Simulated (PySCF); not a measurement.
## Radial density of B²⁺ (boron, charge +2)

PBEsol, [He] 2s1, 2S determinant. Computed with PySCF 2.14 in aug-cc-pwCVDZ (5s4p2d, 27 functions), with the non-relativistic Hamiltonian (point nucleus).

| r (bohr) | 4πr²ρ (e/bohr) | 4πr²(ρα − ρβ) |
| --- | --- | --- |
| 0.00670 | 0.03719 | 0.0012 |
| 0.0113 | 0.1010 | 0.0034 |
| 0.0190 | 0.2637 | 0.0088 |
| 0.0319 | 0.6575 | 0.0218 |
| 0.0536 | 1.499 | 0.0493 |
| 0.0902 | 2.965 | 0.0953 |
| 0.152 | 4.612 | 0.1357 |
| 0.255 | 4.852 | 0.1000 |
| 0.429 | 2.704 | 0.0008 |
| 0.722 | 0.7410 | 0.1845 |
| 1.21 | 0.6632 | 0.6406 |
| 2.04 | 0.4185 | 0.4184 |
| 3.44 | 0.02867 | 0.0287 |
| 5.78 | 0.0001515 | 0.0002 |
